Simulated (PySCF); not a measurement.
**Identify the compound**

An unknown has the formula C$_{8}$H$_{9}$FO. Its calculated NMR data are:

¹H NMR (600 MHz, computed): δ 6.45 (m, 1H), 5.53 (m, 1H), 3.92 (s, 3H), 3.92 (m, 1H), 2.43 (m, 1H), 2.28 (m, 1H), 2.22 (d, 1H).

¹³C{¹H} NMR (computed): δ 151.0, 113.5, 91.7, 88.3, 76.6, 56.5, 39.0, 25.8.

Theoretical values (PySCF): shielding tensors at PBE0/pcSseg-1 (GIAO), geometry from PBE0-D3(BJ)/def2-SVP. Fast rotation and ring inversion assumed for equivalent nuclei, one conformer, relativity neglected, no solvent.

Referencing at the same level of theory: ¹H and ¹³C vs TMS.

Q: Propose a structure and justify it.

A: 
- The formula gives 4 degrees of unsaturation (1 ring in the answer).
- 8 carbon signals for 8 carbons: no two carbons are equivalent.
- Carbon types of the structure: 2 × C, 4 × CH, 1 × CH2, 1 × CH3, which accounts for all hydrogens.
- δC 151.0: alkene carbon bearing oxygen; an sp2 carbon further deshielded by the attached heteroatom.
- δC 113.5: β carbon of an enol-ether or enamine type C=C; the O or N lone pair pushes π density onto this β carbon and shields it.
- δC 91.7: alkyne carbon; the triple bond shields along its axis, which puts it between sp3 and sp2 carbons.
- δC 88.3: allylic sp3 CH bonded to F; the inductive effect lowers its shielding.
- δC 76.6: terminal alkyne carbon; sp carbons lie upfield of alkene carbons because the cylindrical π system leaves one tensor component strongly shielded.
- δC 56.5: methyl carbon bonded to O; deshielded by the electronegative neighbour.
- δH 3.92: hydrogen on a methyl carbon bonded to O; its carbon carries O, which withdraws density.

Structure: SMILES C#C[C@@H]1C[C@@H](F)/C1=C/OC.

The shifts were computed for this structure.

Splittings by ¹⁹F in the carbon and heteronuclear signals aren't shown, as no couplings were computed. Shifts are as computed. Against solution values, carbons near 30 ppm lie about +2 ppm off and those near 130 ppm about +5 ppm. Of 1309 compounds with measured shifts, 239 miss one by over three times the rms of a fit or turn the order of signals round; such compounds aren't used in these exercises. Multiplicities follow the n + 1 count of equivalent neighbours, as no J values were calculated; m marks all less simple cases, F and P coupling included.
